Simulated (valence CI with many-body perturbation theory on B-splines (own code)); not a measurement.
**Basis-set convergence for Sc I**

Calculated by relativistic CI+MBPT: three valence electrons over a frozen Dirac-Fock core [Ar], radial functions for each j: 7 s, 7 p, 8 d, 6 f, 4 g, 1 h, with the one-electron correlation potential Σ1 (screened to all orders), the two-electron term Σ2, the three-electron term Σ3, Breit, model QED; selected single and double excitations, second order for the rest, scaled by the run's own slope (own B-spline code, finite nucleus).

Against 24 measured levels this calculation errs by 270 cm⁻¹ on average and by 558 at most. These come from a selection out of the NIST Handbook of Basic Atomic Spectroscopic Data. Levels without a partner in it may be off by more, other configurations by 1,000 to 4,000 cm⁻¹.

The reference run has the lowest level 3d.4s2 2D_3/2 and an ionisation energy of 6.54101 eV. Its largest variational space holds 15637 state functions.

Names give the largest LS component (configuration and term), which can be under half, so a name can repeat, a term be missing and a line seem to break the LS rules; names also repeat where a configuration has a term twice.

Changed runs:
A. basis 6 s, 6 p, 5 d, 5 f, 1 g
B. basis 5 s, 5 p, 4 d, 4 f

Excitation energies of the reference run in cm⁻¹, and shifts in cm⁻¹:

| Level | Reference | A | B |
| --- | --- | --- | --- |
| 3d.4s2 2D_5/2 | 169 | -0.1 | +1.0 |
| 3d2.4s 4F_3/2 | 10962 | +558 | +582 |
| 3d2.4s 4F_5/2 | 11000 | +557 | +581 |
| 3d2.4s 4F_7/2 | 11052 | +556 | +580 |
| 3d2.4s 4F_9/2 | 11119 | +554 | +579 |
| 3d2.4s 2F_5/2 | 14403 | +538 | +627 |
| 3d2.4s 2F_7/2 | 14519 | +537 | +626 |
| 3d.4s.4p 4F°_3/2 | 15475 | -57 | -69 |
| 3d.4s.4p 4F°_5/2 | 15559 | -57 | -70 |
| 3d.4s.4p 4F°_7/2 | 15685 | -57 | -68 |
| 3d.4s.4p 4D°_1/2 | 15759 | -69 | -103 |
| 3d.4s.4p 4D°_3/2 | 15781 | -67 | -98 |
| Ionisation energy (eV) | 6.54101 | -0.01386 | -0.02399 |
